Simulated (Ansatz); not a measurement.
`CBBN` + HI → `CBI` + `BN` at 700 K and 1 bar (cleavage of the B–B bond).

Gas-phase electronic energies from Ansatz, PBE0-D4/def2-TZVP geometries. CBS: MP2 limit from def2 TZ/QZ plus the TZ coupled-cluster correction, frozen cores. This one scheme is used for every species. Elements past krypton have def2 core potentials. For I outer-core shells are correlated without core-valence functions, which leaves a few kJ/mol of doubt a bond. Each species was taken in one conformer, which may not be the lowest.

| species | CCSD(T)/CBS energy (Eh) | H − E (kJ/mol) | S (J/(mol·K)) |
| --- | --- | --- | --- |
| `CBBN` | -146.57531 | 304.6 | 427.6 |
| HI | -298.03592 | 34.6 | 231.7 |
| `CBI` | -362.71826 | 178.2 | 380.3 |
| `BN` | -81.93499 | 163.7 | 282.2 |

H − E and S are ideal-gas, rigid-rotor, harmonic terms from PBE0-D4/def2-TZVP, for one conformer and one mirror image of each species. 1 Eh = 2625.50 kJ/mol, R = 8.31446 J/(mol·K).

Task: By hand: ΔE, ΔH, ΔS and ΔG.

Result: ΔE = (-362.71826) + (-81.93499) − (-146.57531) − (-298.03592) = -0.04202 Eh = -110.3 kJ/mol. Δ(H − E) = 178.2 + 163.7 − 304.6 − 34.6 = 2.7, so ΔH = -107.6 kJ/mol. ΔS = 380.3 + 282.2 − 427.6 − 231.7 = 3.2 J/(mol·K). ΔG = -107.6 − 700 × (3.2)/1000 = -109.8 kJ/mol.

Task: By hand: the equilibrium constant, and the temperature at which ΔG would vanish if ΔH and ΔS stayed fixed.

Result: log₁₀ K = −ΔG/(RT ln 10) = 8.2. ΔH and −TΔS have one sign here, so there is no such temperature. One of them is within its doubt of zero, so this could turn.

The number of gas molecules stays the same, so ΔS is small and ΔH decides. A doubt of 5 kJ/mol in ΔE shifts log₁₀ K by 0.4 here. Other conformers and mirror images would add mixing entropy, several J/(mol·K) or more a flexible species. Modes under 60 cm⁻¹, often nearly free rotors, make the harmonic entropy too high. These are equilibria of isolated gas molecules and say nothing of rates. Largest T1 diagnostic: 0.012 (customary marks: 0.02 for closed shells, 0.045 for open ones).
